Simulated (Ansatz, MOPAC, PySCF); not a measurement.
Noncovalent pair: H2O (SMILES O) (first 3 atoms) with H2S (SMILES S); geometry from B3LYP-D3(BJ)/def2-TZVP, rigid monomers moved along the line of their centres of mass till O1···H5 is 2.47 Å.
(charge 0, multiplicity 1):
```xyz
6

O      0.0663     0.3707    -0.0044
H      0.9296     0.6030    -0.3628
H     -0.2027    -0.4290    -0.4693
S      0.0024     0.0308     3.7915
H     -0.0217     0.2050     2.4544
H     -0.9085     0.9935     4.0031
```

Counterpoise-corrected where a basis set is named; no monomer relaxation. Rows marked so take none.

Cores are frozen in the correlated methods. Rows in 6-31G* carry no dispersion term and start afresh at each structure (6-31G* with six Cartesian d functions). The state that PM7 reach isn't checked; PM7 holds dispersion and hydrogen-bond terms.

Run with Ansatz (Gaussian basis) for Hartree–Fock, density functionals and correlated methods; MOPAC for PM7 (differences of heats of formation); PySCF for 6-31G* rows. 

Question: One of these levels gives -111.9 meV for the interaction energy. Name it.
A. SCS-MP2/aug-cc-pV(D+d)Z
B. PM7
C. BP86/6-31G* (no counterpoise)

Answer: B, PM7. The others give -147.4 (BP86/6-31G* (no counterpoise)), -88.6 (SCS-MP2/aug-cc-pV(D+d)Z)

Ansatz is an electronic-structure program.
